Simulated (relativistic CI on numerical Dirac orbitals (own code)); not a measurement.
**Radial parameters of Rb23+**

Method of calculation: Dirac-Coulomb-Breit CI, KLI orbitals optimised for each configuration, model QED, unscaled Slater integrals (own radial code, finite nucleus).

Slater integrals F^k, G^k are unscaled and averaged over j, outside the closed core [Ne]; ζ comes from projecting the Hamiltonian with its Breit term on Σ l·s of the shell.

- 3s2 3p2: F^2(3p,3p) = 232470, ζ(3p) = 73068 cm⁻¹; <r>(3p) = 0.4281, <r^2>(3p) = 0.2111 (bohr units).
- 3s 3p3: F^2(3p,3p) = 232310, G^1(3s,3p) = 294930, ζ(3p) = 73009 cm⁻¹; <r>(3s) = 0.4394, <r^2>(3s) = 0.2195, <r>(3p) = 0.4284, <r^2>(3p) = 0.2114 (bohr units).
- 3s2 3p 3d: ζ(3p) = 72939, F^2(3p,3d) = 232790, G^1(3p,3d) = 250470, G^3(3p,3d) = 167140, ζ(3d) = 8228.4 cm⁻¹; <r>(3p) = 0.4288, <r^2>(3p) = 0.2118, <r>(3d) = 0.384, <r^2>(3d) = 0.1706 (bohr units).

Averages of the first 10 configurations, taken without configuration mixing, which lowers the lowest level and can move excited configurations by several eV; other configurations of the list can lie among them:

```json
{"Configuration": "3s2 3p2", "Parity": "even", "States": "15", "Average energy above the lowest level (eV)": "22.5"}
{"Configuration": "3s 3p3", "Parity": "odd", "States": "40", "Average energy above the lowest level (eV)": "95.0"}
{"Configuration": "3s2 3p 3d", "Parity": "odd", "States": "60", "Average energy above the lowest level (eV)": "121.9"}
{"Configuration": "3p4", "Parity": "even", "States": "15", "Average energy above the lowest level (eV)": "177.4"}
{"Configuration": "3s 3p2 3d", "Parity": "even", "States": "300", "Average energy above the lowest level (eV)": "190.0"}
{"Configuration": "3p3 3d", "Parity": "odd", "States": "200", "Average energy above the lowest level (eV)": "268.1"}
{"Configuration": "3s 3p 3d2", "Parity": "odd", "States": "540", "Average energy above the lowest level (eV)": "288.7"}
{"Configuration": "3s2 3d 4p", "Parity": "odd", "States": "60", "Average energy above the lowest level (eV)": "629.5"}
{"Configuration": "3p3 4s", "Parity": "odd", "States": "40", "Average energy above the lowest level (eV)": "648.6"}
{"Configuration": "3s2 3p 4s", "Parity": "odd", "States": "12", "Average energy above the lowest level (eV)": "500.9"}
```
